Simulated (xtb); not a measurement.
Job for xtb: GFN2-xTB on C3H7B (SMILES BCC=C), a point of a torsion scan.

```
$ xtb mol.xyz --gfn 2 --opt vtight --chrg 0 --uhf 0 --input xcontrol
11

B     -1.32944814     0.99386414     0.60347159
C     -0.59888392     0.13972969    -0.51945717
C      0.49035808    -0.64603057     0.12163661
C      0.72930721    -0.57273228     1.42854459
H     -0.94652384     0.98469562     1.72200846
H     -2.52609393     1.05027981     0.53426950
H     -0.22860535     0.76589815    -1.35921255
H     -1.29710442    -0.57610789    -1.00871777
H      1.07842629    -1.28039198    -0.52981837
H      0.09157854     0.08762906     2.00403071
H      1.53338439    -1.16645831     1.83729622
$constrain
  force constant=1.0
  dihedral: 1,2,3,4,0.0
$end
```

Output:

```
[...]
           -------------------------------------------------
          |                Calculation Setup                |
           -------------------------------------------------



           -------------------------------------------------
          |                 G F N 2 - x T B                 |
           -------------------------------------------------

        Reference                      10.1021/acs.jctc.8b01176
      * Hamiltonian:
        H0-scaling (s, p, d)           1.850000    2.230000    2.230000
        zeta-weighting                 0.500000
      * Dispersion:
        s8                             2.700000
        a1                             0.520000
        a2                             5.000000
        s9                             5.000000
      * Repulsion:
        kExp                           1.500000    1.000000
        rExp                           1.000000
      * Coulomb:
        alpha                          2.000000
        third order                    shell-resolved
        anisotropic                    true
        a3                             3.000000
        a5                             4.000000
        cn-shift                       1.200000
        cn-exp                         4.000000
        max-rad                        5.000000


          ...................................................
          :                      SETUP                      :
          :.................................................:
          :  # basis functions                  23          :
          :  # atomic orbitals                  23          :
          :  # shells                           15          :
          :  # electrons                        22          :
          :  max. iterations                   250          :
          :  Hamiltonian                  GFN2-xTB          :
          :  restarted?                      false          :
          :  GBSA solvation                  false          :
          :  PC potential                    false          :
          :  electronic temp.          300.0000000     K    :
          :  accuracy                    1.0000000          :
          :  -> integral cutoff          0.2500000E+02      :
          :  -> integral neglect         0.1000000E-07      :
          :  -> SCF convergence          0.1000000E-05 Eh   :
          :  -> wf. convergence          0.1000000E-03 e    :
          :  Broyden damping             0.4000000          :
          :  net charge                          0          :
          :  unpaired electrons                  0          :
          ...................................................

 iter      E             dE          RMSdq      gap      omega  full diag
   1    -11.1373221 -0.111373E+02  0.807E+00    5.28       0.0  T
   2    -11.2970175 -0.159695E+00  0.583E+00    1.98       1.0  T
   3    -11.3003985 -0.338099E-02  0.264E+00    3.77       1.0  T
   4    -11.3063943 -0.599580E-02  0.881E-01    2.96       1.0  T
   5    -11.3131924 -0.679809E-02  0.301E-01    3.34       1.0  T
   6    -11.3133203 -0.127843E-03  0.165E-01    3.32       1.0  T
   7    -11.3135570 -0.236709E-03  0.486E-02    3.25       1.0  T
   8    -11.3135701 -0.131627E-04  0.143E-02    3.27       2.1  T
   9    -11.3135716 -0.141450E-05  0.335E-03    3.26       9.0  T
  10    -11.3135716 -0.416872E-07  0.106E-03    3.26      28.5  T
  11    -11.3135716 -0.474028E-08  0.223E-04    3.26     135.0  T
  12    -11.3135716 -0.468262E-09  0.842E-05    3.26     358.0  T

   *** convergence criteria satisfied after 12 iterations ***

         #    Occupation            Energy/Eh            Energy/eV
      -------------------------------------------------------------
         1        2.0000           -0.6085827             -16.5604
       ...           ...                  ...                  ...
         5        2.0000           -0.4874562             -13.2644
         6        2.0000           -0.4773847             -12.9903
         7        2.0000           -0.4700872             -12.7917
         8        2.0000           -0.4343888             -11.8203
         9        2.0000           -0.4119742             -11.2104
        10        2.0000           -0.3961672             -10.7803
        11        2.0000           -0.3864980             -10.5171 (HOMO)
        12                         -0.2665943              -7.2544 (LUMO)
        13                         -0.1918989              -5.2218
        14                          0.1022827               2.7833
        15                          0.1374223               3.7395
        16                          0.1577813               4.2934
       ...                                ...                  ...
        23                          0.5940252              16.1642
      -------------------------------------------------------------
                  HL-Gap            0.1199037 Eh            3.2627 eV
             Fermi-
[...]
        0 min,  0.001 sec ( 45.910%)
 printout                       ...        0 min,  0.000 sec (  3.024%)

         :::::::::::::::::::::::::::::::::::::::::::::::::::::
         ::                     SUMMARY                     ::
         :::::::::::::::::::::::::::::::::::::::::::::::::::::
         :: total energy             -11.167397969019 Eh    ::
         :: gradient norm              0.000155741944 Eh/a0 ::
         :: HOMO-LUMO gap              3.831058671245 eV    ::
         ::.................................................::
         :: SCC energy               -11.358935343399 Eh    ::
         :: -> isotropic ES            0.020287898309 Eh    ::
         :: -> anisotropic ES          0.005772476841 Eh    ::
         :: -> anisotropic XC          0.006829069284 Eh    ::
         :: -> dispersion             -0.004900500360 Eh    ::
         :: repulsion energy           0.191536137335 Eh    ::
         :: add. restraining           0.000001237045 Eh    ::
         :: total charge               0.000000000000 e     ::
         :::::::::::::::::::::::::::::::::::::::::::::::::::::

           -------------------------------------------------
          |                Property Printout                |
           -------------------------------------------------

    * Orbital Energies and Occupations

         #    Occupation            Energy/Eh            Energy/eV
      -------------------------------------------------------------
         1        2.0000           -0.6100381             -16.6000
         2        2.0000           -0.5820238             -15.8377
         3        2.0000           -0.5351647             -14.5626
         4        2.0000           -0.5032837             -13.6950
         5        2.0000           -0.4927394             -13.4081
         6        2.0000           -0.4799699             -13.0606
         7        2.0000           -0.4619407             -12.5700
         8        2.0000           -0.4381163             -11.9218
         9        2.0000           -0.4196223             -11.4185
        10        2.0000           -0.4072018             -11.0805
        11        2.0000           -0.3929910             -10.6938 (HOMO)
        12                         -0.2522021              -6.8628 (LUMO)
        13                         -0.1910157              -5.1978
        14                          0.1087874               2.9603
        15                          0.1406896               3.8284
        16                          0.1776398               4.8338
        17                          0.1966011               5.3498
        18                          0.2077293               5.6526
        19                          0.2764266               7.5220
        20                          0.3674200               9.9980
        21                          0.3807128              10.3597
        22                          0.4502110              12.2509
        23                          0.6374522              17.3460
      -------------------------------------------------------------
                  HL-Gap            0.1407888 Eh            3.8311 eV
             Fermi-level           -0.3225966 Eh           -8.7783 eV

     #   Z          covCN         q      C6AA      α(0)
     1   5 B        2.779     0.243    17.689     7.032
     2   6 C        3.726    -0.138    23.275     6.888
     3   6 C        2.883    -0.028    28.689     8.781
     4   6 C        2.835    -0.100    30.514     9.052
     5   1 H        0.940    -0.085     5.072     3.521
     6   1 H        0.939    -0.095     5.379     3.626
     7   1 H        0.923     0.064     2.155     2.295
     8   1 H        0.924     0.048     2.352     2.398
     9   1 H        0.925     0.023     2.694     2.567
    10   1 H        0.926     0.038     2.470     2.458
    11   1 H        0.926     0.031     2.574     2.509

 Mol. C6AA /au·bohr⁶  :       1040.773549
 Mol. C8AA /au·bohr⁸  :      23677.190932
 Mol. α(0) /au        :         51.127641


Wiberg/Mayer (AO) data.
largest (>0.10) Wiberg bond orders for each atom

 ---------------------------------------------------------------------------
     #   Z sym  total        # sym  WBO       # sym  WBO       # sym  WBO
 ---------------------------------------------------------------------------
     1   5 B    3.131 --     2 C    1.065     5 H    0.980     6 H    0.980
     2   6 C    3.974 --     1 B    1.065     3 C    1.024     8 H    0.944
                             7 H    0.907
     3   6 C    3.991 --     4 C    1.979     2 C    1.024     9 H    0.967
     4   6 C    3.992 --     3 C    1.979    11 H    0.977    10 H    0.974
     5   1 H    0.993 --     1 B    0.980
     6   1 H    0.991 --     1 B    0.980
     7   1 H    0.996 --     2 C    0.907
     8   1 H    0.998 --     2 C    0.944
     9   1 H    0.999 --     3 C    0.967
    10   1 H    0.999 --     4 C    0.974
    11   1 H    0.999 --     4 C    0.977
 ---------------------------------------------------------------------------

Topologies differ in total number of bonds
Writing topology from bond orders to xtbtopo.mol

molecular dipole:
                 x           y           z       tot (Debye)
 q only:       -0.052       0.040      -0.197
   full:        0.022      -0.026      -0.333       0.850
molecular quadrupole (traceless):
                xx          xy          yy          xz          yz          zz
 q only:       -0.484       0.517       0.117       0.105      -0.317       0.368
  q+dip:       -0.808      -0.221      -1.093       0.949       0.328       1.901
   full:       -1.066       1.065       0.316       0.221      -0.794       0.751

           -------------------------------------------------
          |                Geometry Summary                 |
           -------------------------------------------------

      molecular mass/u    :       53.8988210
   center of mass at/Å    :       -0.1901317      -0.0932227       0.4437994
  moments of inertia/u·Å² :        0.2961968E+02   0.9168781E+02   0.1179678E+03
rotational constants/cm⁻¹ :        0.5691361E+00   0.1838590E+00   0.1429002E+00

 * 9 selected distances

     #   Z          #   Z                                           value/Å
     1   5 B        2   6 C                                       1.5691043 (max)
     3   6 C        4   6 C                                       1.3192575
     1   5 B        5   1 H                                       1.1673809
     1   5 B        6   1 H                                       1.1704402
     2   6 C        7   1 H                                       1.1005962
     2   6 C        8   1 H                                       1.0962003
Note: The following floating-point exceptions are signalling: IEEE_UNDERFLOW_FLAG IEEE_DENORMAL
normal termination of xtb
     3   6 C        9   1 H                                       1.0854208
     4   6 C       10   1 H                                       1.0756444 (min)
     4   6 C       11   1 H                                       1.0773755

 * 4 distinct bonds (by element types)

   Z      Z             #   av. dist./Å        max./Å        min./Å
   1 H    5 B           2     1.1689106     1.1704402     1.1673809
   1 H    6 C           5     1.0870474     1.1005962     1.0756444
   5 B    6 C           1     1.5691043     1.5691043     1.5691043
   6 C    6 C           1     1.3192575     1.3192575     1.3192575


optimized geometry written to: xtbopt.xyz


           -------------------------------------------------
          | TOTAL ENERGY              -11.167397969019 Eh   |
          | GRADIENT NORM               0.000155741944 Eh/α |
          | HOMO-LUMO GAP               3.831058671245 eV   |
           -------------------------------------------------

------------------------------------------------------------------------
------------------------------------------------------------------------
 total:
 SCF:
 ANC optimizer:
```

The run finished.

Warnings raised: the energy holds the restraint's term.

Cost: around 0.09 core-seconds (rough).
